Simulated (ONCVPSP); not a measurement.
# An all-electron radial function and its pseudo partner (beryllium)

Columns: radius, all-electron u(r) and pseudo u(r) of the 2s shell (level -5.61 eV) of beryllium in the configuration [He] 2s2; revPBE, non-relativistic, ONCV scheme, ONCVPSP 4.0.1.

```csv
r (bohr),all-electron,pseudo
0.075,-0.1614,0.0177
0.150,-0.2343,0.0356
0.225,-0.2496,0.0542
0.300,-0.2283,0.0740
0.375,-0.1841,0.0955
0.450,-0.1265,0.1192
0.525,-0.0617,0.1451
0.600,0.0058,0.1731
0.675,0.0732,0.2030
0.750,0.1385,0.2345
0.825,0.2006,0.2676
0.900,0.2586,0.3022
0.975,0.3120,0.3383
1.050,0.3608,0.3754
1.125,0.4054,0.4127
1.200,0.4460,0.4491
1.275,0.4824,0.4834
1.350,0.5145,0.5147
1.425,0.5425,0.5425
1.500,0.5663,0.5663
1.575,0.5864,0.5864
1.650,0.6029,0.6029
1.725,0.6159,0.6159
1.800,0.6259,0.6259
1.875,0.6329,0.6329
1.950,0.6373,0.6373
```

**Question.** How many radial nodes do the two functions have?

**Answer.** The all-electron 2s function has n − l − 1 = 1; the pseudo-wave has 0, since the states of the same l below it are removed with the core.

**Question.** At about which radius was the pseudo-wave matched?

**Answer.** 1.50 bohr. The columns agree to 0.0005 from 1.35 bohr on; several derivatives are matched, so the curves merge somewhat inside the radius.

**Question.** Is the pseudo-wave norm-conserving?

**Answer.** Yes: the ONCV scheme keeps the norm inside the radius equal to the all-electron one, which fixes the energy derivative of the logarithmic derivative at the level.
